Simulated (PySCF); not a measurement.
## Static response to an electric field

Species: C5H9FOS.
Atom-mapped SMILES: `[CH3:1][CH2:2]/[C:3](=[CH:4]/[F:5])[S@@:6]([CH3:7])=[O:8]` (hydrogens: H9, H10, H11 on C1; H12, H13 on C2; H14 on C4; H15, H16, H17 on C7)

Cartesian coordinates in Å at the GFN2-xTB level; atoms count from 1:
```
atom  x, y, z in Å
C1    -1.6919   -1.0693   -0.3338
C2    -0.8956   -0.0345   -1.1288
C3    -0.0460    0.8231   -0.2547
C4    -0.4910    1.7206    0.6038
F5     0.3498    2.4506    1.3642
S6     1.7808    0.6447   -0.4638
C7     1.9751   -0.4254    1.0333
O8     1.9462   -0.2441   -1.6122
H9    -1.0286   -1.7135    0.2378
H10   -2.2688   -1.6907   -1.0135
H11   -2.3764   -0.5822    0.3564
H12   -0.2246   -0.5434   -1.8275
H13   -1.5833    0.5858   -1.7077
H14   -1.5255    1.9588    0.8104
H15    1.6834    0.1489    1.9042
H16    1.3669   -1.3160    0.9237
H17    3.0225   -0.7015    1.0981
```

Level: PBE0/def2-SVPD (PySCF), static field, nuclei fixed, core orbitals frozen in the response. The polarisability tensor in these axes (au):

```
x   92.13 -3.91  0.17
y   -3.91 82.64  6.92
z    0.17  6.92 83.02
```

What are the eigenvalues, a third of the trace, and Δα (Δα² = ½Σ(αi − αj)² over the three pairs)?

Principal values 75.38, 88.26 and 94.14 au; mean 85.93 au = 12.73 Å³ = 14.17 × 10⁻⁴⁰ C²·m²/J; Δα = 16.62 au (19 % of the mean).

What is the dipole moment, and where does it point?

(-2.35, -0.25, 2.30) D, 3.30 D in size, pointing from the negative to the positive side. Measured along this direction, the outermost atoms are O8 at the negative end and H11 at the positive end.

What molar refraction does this α imply?

Lorentz–Lorenz: R = (4π/3)N_A α = 2.5225 cm³/(mol·Å³) × 12.73 Å³ = 32.1 cm³/mol, in the limit of long wavelengths.

What would n − 1 = 2πNα be for an ideal gas of these molecules at 400 K and 1 atm, electronic part alone?

N = p/kT = 1.8347 × 10¹⁹ cm⁻³, so n − 1 = 2π × N × 12.73 × 10⁻²⁴ cm³ = 1468 × 10⁻⁶ at long wavelengths.

Find the Langevin capture rate constant for H3+ (3.023 u) meeting this molecule (136.036 u), k = 2.342 × 10⁻⁹ cm³/s × √(α in Å³ / reduced mass in u).

The reduced mass is 2.96 u, so k = 4.86 × 10⁻⁹ cm³/s. The formula leaves out the permanent dipole, which adds to the capture rate.

Geometry: GFN2-xTB, one conformer, isolated molecule.

These values come from a run that also computed excited states. On one thread, AMD EPYC 7R43 (x86_64), shared host with 256 logical CPUs at a one-minute load of 70, this took 43 s and 0.99 GiB of memory at its peak.
